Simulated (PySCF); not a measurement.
input.py for Sn

Input:

```python
from pyscf import gto, scf

mol = gto.M(
    atom='Sn 0 0 0',
    basis='cc-pvtz-dk',
    charge=0,
    spin=2,
    verbose=3,
)
mf = scf.UHF(mol)
mf = mf.sfx2c1e()
mf.kernel()
mf.dip_moment()
print('orbital energies (hartree):', [e[max(0, n-3):n+3].round(4) for e, n in zip(mf.mo_energy, mol.nelec)])
```

```bash
$ python input.py
```

It prints (some set-up lines and the per-cycle HOMO/LUMO lines with their warnings removed):

```
converged SCF energy = -6173.73594566633  <S^2> = 2.0117726  2S+1 = 3.0078381
Dipole moment(X, Y, Z, Debye):  0.00000,  0.00000, -0.00000
orbital energies (hartree): [array([-0.5734, -0.2666, -0.2666, -0.0145,  0.1688,  0.2151]), array([-1.294 , -1.294 , -0.4416,  0.0079,  0.0451,  0.0451])]
```

In short: E(SCF) = -6173.735946 Eh, ⟨S²⟩ = 2.012.

Wall time 3.3 s on one thread of a shared host.

No search for the lowest solution was made.
